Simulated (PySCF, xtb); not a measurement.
## Isomers of HOPTe in order of energy

4 gas-phase structures of HOPTe, found in a search over its isomers (lower ones may exist). Each was relaxed with GFN2-xTB; where two conformers were screened, the lower at r2SCAN-D4/def2-SVP is listed:

A. `OP=[Te]`, a singlet
B. `O1P[Te]1`, a singlet
C. `O=[PH]=[Te]`, a singlet
D. `O=P[TeH]`, a singlet

Task: Make a reasoned guess at their ranking by r2SCAN-D4/def2-SVP single-point energy.

Result: Calculated order at r2SCAN-D4/def2-SVP: A (0.0), D (11.9), C (15.6), B (37.7) kcal/mol.

Energies above the lowest of each column, in kcal/mol; the last columns are at PBE-D3(BJ)/def2-SVP geometries and were run for some of them only (a dash: not run or not comparable):

```tsv
structure	GFN2-xTB	HF/STO-3G	r2SCAN-D4/def2-SVP	PBE-D3(BJ)/def2-SVP	CCSD(T)/def2-TZVP
A	9.0	0.0	0.0	0.0	0.0
D	0.0	13.5	11.9	9.3	10.1
C	14.1	51.7	15.6	14.3	–
B	15.4	17.6	37.7	–	–
```

CCSD(T)/def2-TZVP puts A lowest of those it was run on; GFN2-xTB picks D. Flexible structures stand in one conformer each, not always the lowest. Frequencies (GFN2-xTB) were run for A, D alone. Large T1 diagnostics make some coupled-cluster values less sure. Atoms past krypton carry core potentials in the def2 sets, without spin–orbit terms.

Over these structures GFN2-xTB departs from r2SCAN-D4/def2-SVP by 10.4 kcal/mol on average once a common shift is removed. A GFN2-xTB relaxation took about 0.22 s and the r2SCAN-D4/def2-SVP energy about 11 s on a shared host (PySCF 2.14.0, xtb 6.7.1).
